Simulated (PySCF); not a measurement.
Mayer bond orders and bond lengths

Compound: C2H9ClOSi2.
Atom-mapped SMILES: `[CH3:1][SiH2:2][O:3][SiH2:4][CH2:5][Cl:6]` (hydrogens: H7, H8, H9 on C1; H10, H11 on Si2; H12, H13 on Si4; H14, H15 on C5)

Structure used (GFN2-xTB), in Å, numbered top down from 1:
```xyz
15
C2H9ClOSi2 angstrom
C      2.3438    0.2985    0.1291
Si     1.2502   -1.1962   -0.2637
O     -0.1946   -0.6864   -0.8461
Si    -1.5309    0.2055   -0.9091
C     -2.1732    0.5182    0.8660
Cl    -0.9609    1.4366    1.7949
H      3.3183   -0.0096    0.4957
H      2.5039    0.9153   -0.7518
H      1.8868    0.9278    0.8889
H      0.9544   -1.9868    0.9331
H      1.7651   -2.0085   -1.3662
H     -2.5176   -0.6021   -1.6207
H     -1.2163    1.4909   -1.5238
H     -2.3475   -0.4036    1.4173
H     -3.0860    1.1084    0.8855
```

Bond orders from the PBE0/pcSseg-1 density (PySCF). The structure is a single GFN2-xTB conformer in the gas phase; no vibrational or solvent corrections.

Where do the orders between heavy atoms depart from those drawn in the SMILES?

The largest departure is 0.169, at Si4–C5 (drawn single, 0.831). Drawn single, order below 0.88: Si4–C5 (0.831).

Give the Mayer order of every bond, beside its length.

```json
{"bond": "C1–Si2", "drawn as": "single", "length (Å)": "1.893", "Mayer order": "0.953"}
{"bond": "Si2–O3", "drawn as": "single", "length (Å)": "1.639", "Mayer order": "0.880"}
{"bond": "O3–Si4", "drawn as": "single", "length (Å)": "1.608", "Mayer order": "0.985"}
{"bond": "Si4–C5", "drawn as": "single", "length (Å)": "1.913", "Mayer order": "0.831"}
{"bond": "C5–Cl6", "drawn as": "single", "length (Å)": "1.782", "Mayer order": "0.950"}
{"bond": "C1–H7", "drawn as": "single", "length (Å)": "1.086", "Mayer order": "0.958"}
{"bond": "C1–H8", "drawn as": "single", "length (Å)": "1.087", "Mayer order": "0.959"}
{"bond": "C1–H9", "drawn as": "single", "length (Å)": "1.087", "Mayer order": "0.952"}
{"bond": "Si2–H10", "drawn as": "single", "length (Å)": "1.465", "Mayer order": "0.927"}
{"bond": "Si2–H11", "drawn as": "single", "length (Å)": "1.463", "Mayer order": "0.926"}
{"bond": "Si4–H12", "drawn as": "single", "length (Å)": "1.460", "Mayer order": "0.916"}
{"bond": "Si4–H13", "drawn as": "single", "length (Å)": "1.459", "Mayer order": "0.929"}
{"bond": "C5–H14", "drawn as": "single", "length (Å)": "1.088", "Mayer order": "0.937"}
{"bond": "C5–H15", "drawn as": "single", "length (Å)": "1.087", "Mayer order": "0.939"}
```

Bonds between the same two heavy elements. C–Si: lowest Si4–C5 (0.831, 1.913 Å), highest C1–Si2 (0.953, 1.893 Å). O–Si: lowest Si2–O3 (0.880, 1.639 Å), highest O3–Si4 (0.985, 1.608 Å).

Sum the orders of all bonds at each heavy atom with more than one neighbour and set the sums beside the valence in the SMILES.

C1 3.822 (drawn 4), Si2 3.686 (drawn 4), O3 1.865 (drawn 2), Si4 3.661 (drawn 4), C5 3.657 (drawn 4). Orders between atoms that aren't bonded are not in these sums.

Mayer orders depend on the basis set.

These values come from a run that also computed NMR shieldings. Hardware: one thread, Arm Neoverse N1, on a shared host. Cost: 38 s of wall time.
